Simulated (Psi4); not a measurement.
Pair of molecules, SMILES F with SMILES [H][H] (the first has 2 atoms); geometry from B3LYP-D3(BJ)/def2-TZVP, rigid monomers moved along the line of their centres of mass till H2···H3 is 3.53 Å.
(charge 0, multiplicity 1):
```xyz
4

F      0.069     0.092    -0.127
H      0.109     0.082     0.799
H      0.637     0.063     4.294
H     -0.107     0.025     4.327
```

The numbers are results of SAPT0/jun-cc-pV(D+d)Z in Psi4, not measurements.

Task: Give the four SAPT terms and the total, and say what mostly holds the pair together.

Result: electrostatics -5.7, exchange 0.3, induction -0.5, dispersion -0.7, total -6.6 meV; the largest attraction is electrostatics.
